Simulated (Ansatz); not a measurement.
Reactions of Br2F2Si (`F[Si](F)(Br)Br`).

Calculated with Ansatz (gas phase, PBE0-D4/def2-TZVP geometries, no zero-point term in ΔE). CCSD(T)/CBS is the MP2 limit (def2-TZVPP, def2-QZVPP) plus CCSD(T) − MP2 in def2-TZVPP, frozen cores. This one scheme is used for every species, atoms too. Functionals use def2-TZVPP. Open shells (•) are unrestricted, without spin–orbit coupling. Spin–orbit coupling would lower the free atoms: a little for F, Si; clearly for Br. Elements past krypton have def2 core potentials. For Br, In outer-core shells are correlated without core-valence functions, so the limit isn't a true one: a few kJ/mol of doubt a bond, and 10 to 20 or more in all where bonds break to atoms. Scalar relativity is left out up to krypton. One conformer a species, not always the lowest.

```tsv
reaction	CCSD(T)/CBS(def2) (kJ/mol)
`F[Si](F)(Br)Br` → Br₂ + `F[Si]F`	?
`F[Si](F)(Br)Br` + H₂O → `O[Si](F)(Br)Br` + H–F	32
`F[Si](F)(Br)Br` + `[OH][InH2]` → `F[Si](F)(Br)[O][InH2]` + HBr	-72
`F[Si](F)(Br)Br` → `FBr` + `F[Si]Br`	?
`F[Si](F)(Br)Br` + H₂ → `F[SiH](F)Br` + HBr	66
`F[Si](F)(Br)Br` + HCl → `F[Si](F)(Cl)Br` + HBr	?
`F[Si](F)(Br)Br` → 2 Br• + 2 F• + Si•	1895
`F[Si](F)(Br)Br` → `Br[Si]Br` + F₂	969
`F[Si](F)(Br)Br` + H–F → `F[Si](F)(F)Br` + HBr	-57
`F[Si](F)(Br)Br` + HCl → `F[Si](Cl)(Br)Br` + H–F	48
```

Task: Fill in the missing values. (An estimate is asked.)

Result: The calculation gave: `F[Si](F)(Br)Br` → Br₂ + `F[Si]F`: +419.7 kJ/mol; `F[Si](F)(Br)Br` → `FBr` + `F[Si]Br`: +626.6 kJ/mol; `F[Si](F)(Br)Br` + HCl → `F[Si](F)(Cl)Br` + HBr: -5.9 kJ/mol.

Largest T1 diagnostic: 0.017, for `[OH][InH2]`.
